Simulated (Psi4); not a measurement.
H$_{3}$GeNO (SMILES [NH2][Ge][OH]), singlet, geometry from GFN2-xTB; HF/cc-pVQZ in Psi4 1.11.

The Psi4 input:
```
memory 2 GB

molecule {
0 1
  Ge   -0.20480365    0.05078791    0.40501553
  O     0.77506469    1.25477700   -0.45492660
  H     1.18266181    1.09672045   -1.30342499
  N    -0.09672543   -1.31767246   -0.80809154
  H     0.39226430   -1.32691113   -1.69166428
  H    -0.54464877   -2.20953138   -0.66935404
}

set basis cc-pvqz

energy('scf')
print_variables()
```

Task: What does Psi4 print? Leave out banner, timings and long lists.

Result: 
```
   => Loading Basis Set <=

    Name: CC-PVQZ
    Role: ORBITAL
    Keyword: BASIS

         ---------------------------------------------------------
                                   SCF
               by Justin Turney, Rob Parrish, Andy Simmonett
                          and Daniel G. A. Smith
                              RHF Reference
         ---------------------------------------------------------

  ==> Geometry <==

    Molecular point group: c1
    Full point group: C1

    Geometry (in Angstrom), charge = 0, multiplicity = 1:

       Center              X                  Y                   Z               Mass
    ------------   -----------------  -----------------  -----------------  -----------------
         GE          -0.176205632453     0.023538955516     0.333446047295    73.921177761000
         O            0.803662707547     1.227528045516    -0.526496082705    15.994914619570
         H            1.211259827547     1.069471495516    -1.374994472705     1.007825032230
         N           -0.068127412453    -1.344921414484    -0.879661022705    14.003074004430
         H            0.420862317547    -1.354160084484    -1.763233762705     1.007825032230
         H           -0.516050752453    -2.236780334484    -0.740923522705     1.007825032230

  Running in c1 symmetry.

  Rotational constants: A =      0.46704  B =      0.25888  C =      0.16656 [cm^-1]
  Rotational constants: A =  14001.38113  B =   7761.16106  C =   4993.30331 [MHz]
  Nuclear repulsion =  188.468372104379455

  Charge       = 0
  Multiplicity = 1
  Electrons    = 50
  Nalpha       = 25
  Nbeta        = 25

  ==> Algorithm <==

  SCF Algorithm Type is DF.
  DIIS enabled.
  MOM disabled.
  Fractional occupation disabled.
  Guess Type is SAD.
  Energy threshold   = 1.00e-06
  Density threshold  = 1.00e-06
  Integral threshold = 1.00e-12

  ==> Primary Basis <==

  Basis Set: CC-PVQZ
    Blend: CC-PVQZ
    Number of shells: 80
    Number of basis functions: 268
    Number of Cartesian functions: 329
    Spherical Harmonics?: true
    Max angular momentum: 4

   => Loading Basis Set <=

    Name: (CC-PVQZ AUX)
    Role: JKFIT
    Keyword: DF_BASIS_SCF

  ==> Integral Setup <==

  SCF_SUBTYPE=INCORE selected. In-core MEM_DF algorithm will be used.
  Using in-core AOs.

  ==> MemDFJK: Density-Fitted J/K Matrices <==

    J tasked:                   Yes
    K tasked:                   Yes
    wK tasked:                   No
    Algorithm:                 Core
    Schwarz Cutoff:           1E-12
    Mask sparsity (%):       3.4195
    Fitting Condition:        1E-10

   => Auxiliary Basis Set <=

  Basis Set: (CC-PVQZ AUX)
    Blend: CC-PVQZ-JKFIT
    Number of shells: 147
    Number of basis functions: 583
    Number of Cartesian functions: 772
    Spherical Harmonics?: true
    Max angular momentum: 5

  Minimum eigenvalue in the overlap matrix is 1.2965366393E-04.
  Reciprocal condition number of the overlap matrix is 1.7575666062E-05.
    Using symmetric orthogonalization.

  ==> Pre-Iterations <==

  SCF Guess: Superposition of Atomic Densities via on-the-fly atomic UHF (no occupation information).

   -------------------------
    Irrep   Nso     Nmo
   -------------------------
     A        268     268
   -------------------------
    Total     268     268
   -------------------------

  ==> Iterations <==

                           Total Energy        Delta E     RMS |[F,P]|

   @DF-RHF iter SAD: -2201.72258296097016   -2.20172e+03   0.00000e+00
   @DF-RHF iter   1: -2205.54006806525103   -3.81749e+00   8.35980e-03 ADIIS/DIIS
   @DF-RHF iter   2: -2206.15010870281958   -6.10041e-01   6.30074e-03 ADIIS/DIIS
   @DF-RHF iter   3: -2206.57189883725550   -4.21790e-01   2.75737e-04 ADIIS/DIIS
   @DF-RHF iter   4: -2206.57446634019971   -2.56750e-03   7.76417e-05 DIIS
   @DF-RHF iter   5: -2206.57468851294470   -2.22173e-04   2.89162e-05 DIIS
   @DF-RHF iter   6: -2206.57472406169109   -3.55487e-05   7.14673e-06 DIIS
   @DF-RHF iter   7: -2206.57472724066065   -3.17897e-06   2.05849e-06 DIIS
   @DF-RHF iter   8: -2206.57472773349582   -4.92835e-07   7.39655e-07 DIIS
  Energy and wave function converged.

  ==> Post-Iterations <==

    Orbital Energies [Eh]
    ---------------------

    Doubly Occupied:

[...]
      25A     -0.362776

    Virtual:

[...]
    Final Occupation by Irrep:
              A
    DOCC [    25 ]
    NA   [    25 ]
    NB   [    25 ]

  @DF-RHF Final Energy: -2206.57472773349582

   => Energetics <=

    Nuclear Repulsion Energy =            188.4683721043794549
    One-Electron Energy =               -3451.8532069313769171
    Two-Electron Energy =                1056.8101070935013013
    Total Energy =                      -2206.5747277334962746

Computation Completed

Properties will be evaluated at   0.000000,   0.000000,   0.000000 [a0]

Properties computed using the SCF density matrix

 Multipole Moments:

 ------------------------------------------------------------------------------------
     Multipole            Electronic (a.u.)      Nuclear  (a.u.)        Total (a.u.)
 ------------------------------------------------------------------------------------

 L = 1.  Multiply by 2.5417464519 to convert [e a0] to [Debye]
 Dipole X            :         -2.6819044            2.7021211            0.0202167
 Dipole Y            :          1.8048978           -2.5746534           -0.7697555
 Dipole Z            :          6.1527152           -6.7623359           -0.6096207
 Magnitude           :                                                    0.9821251

 ------------------------------------------------------------------------------------

  Variable Map:
  ----------------------------------------------------------------------------
[...]
  Array Variable Map:
  ----------------------------------------------------------------------------
[...]
[...]
```
